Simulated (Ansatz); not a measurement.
Cost and result up the ladder for Cd(OH)2 (CdO2H2) (5 atoms). The state is a singlet with charge 0. Geometry: PBE0-D4/def2-TZVP.

Cartesian coordinates in Å:
```
Cd -0.0629 -0.0917 -0.1347
O -1.8233 -0.2801 0.7001
H -2.1361 0.5417 1.0850
O 1.6331 0.0038 -1.1073
H 2.3891 -0.1738 -0.5432
```

Ansatz on 4 threads of Arm Neoverse V1 on a shared host. Times are rough, and most runs start from the orbitals of an earlier one. PBE0-D4/def2-TZVP serves as the yardstick here, not as an exact answer. Differences are given only for rows in sets of like size (and for xTB, whose basis is part of the method), since another set adds its own error. Binding counts from free atoms at the same level (Cd singlet, O triplet, H doublet; other spins of the atoms weren't run), without zero-point energy or a counterpoise term.

In the def2 sets Cd takes a core potential; there is no spin–orbit coupling. LC-ωPBE has ω = 0.4 bohr⁻¹. HSE06 is defined as in plane-wave codes, on full-range PBE exchange. Correlated methods freeze 2 core orbitals; core or outer-core shells of Cd are correlated, in sets that lack core-valence functions.

Correlated methods converge slowly with the basis.

| level | functions | wall time |
| --- | --- | --- |
| HF/def2-TZVP | 114 | 0.35 s |
| PBE-D4/def2-SVP | 69 | 0.45 s |
| revPBE-D4/def2-TZVP | 114 | 0.6 s |
| PBE0-D4/def2-SVP | 69 | 0.65 s |
| PBE-D4/def2-TZVP (with forces) | 114 | 0.7 s |
| LC-ωPBE/def2-TZVP | 114 | 0.8 s |
| BHLYP-D4/def2-TZVP | 114 | 0.8 s |
| HSE06-D4/def2-TZVP | 114 | 0.85 s |
| PBE0-D4/def2-TZVP | 114 | 0.95 s |
| MP2/def2-TZVP | 114 | 1.1 s |
| r2SCAN-D4/def2-TZVP | 114 | 1.4 s |
| B97M-V/def2-TZVP | 114 | 2.6 s |
| CCSD(T)/def2-TZVPP | 146 | 28 s |

Task: Estimate what each level gives for the binding energy per atom (eV).

Result: 
```json
{"level": "HF/def2-TZVP", "binding energy per atom (eV)": "1.62", "difference from PBE0-D4/def2-TZVP (eV)": "-1.13"}
{"level": "PBE-D4/def2-SVP", "binding energy per atom (eV)": "2.87", "difference from PBE0-D4/def2-TZVP (eV)": "–"}
{"level": "revPBE-D4/def2-TZVP", "binding energy per atom (eV)": "2.77", "difference from PBE0-D4/def2-TZVP (eV)": "0.02"}
{"level": "PBE0-D4/def2-SVP", "binding energy per atom (eV)": "2.72", "difference from PBE0-D4/def2-TZVP (eV)": "–"}
{"level": "PBE-D4/def2-TZVP (with forces)", "binding energy per atom (eV)": "2.89", "difference from PBE0-D4/def2-TZVP (eV)": "0.14"}
{"level": "LC-ωPBE/def2-TZVP", "binding energy per atom (eV)": "2.86", "difference from PBE0-D4/def2-TZVP (eV)": "0.11"}
{"level": "BHLYP-D4/def2-TZVP", "binding energy per atom (eV)": "2.57", "difference from PBE0-D4/def2-TZVP (eV)": "-0.18"}
{"level": "HSE06-D4/def2-TZVP", "binding energy per atom (eV)": "2.75", "difference from PBE0-D4/def2-TZVP (eV)": "0.00"}
{"level": "PBE0-D4/def2-TZVP", "binding energy per atom (eV)": "2.75", "difference from PBE0-D4/def2-TZVP (eV)": "0.00"}
{"level": "MP2/def2-TZVP", "binding energy per atom (eV)": "2.84", "difference from PBE0-D4/def2-TZVP (eV)": "0.09"}
{"level": "r2SCAN-D4/def2-TZVP", "binding energy per atom (eV)": "2.83", "difference from PBE0-D4/def2-TZVP (eV)": "0.08"}
{"level": "B97M-V/def2-TZVP", "binding energy per atom (eV)": "2.77", "difference from PBE0-D4/def2-TZVP (eV)": "0.02"}
{"level": "CCSD(T)/def2-TZVPP", "binding energy per atom (eV)": "2.74", "difference from PBE0-D4/def2-TZVP (eV)": "-0.01"}
```
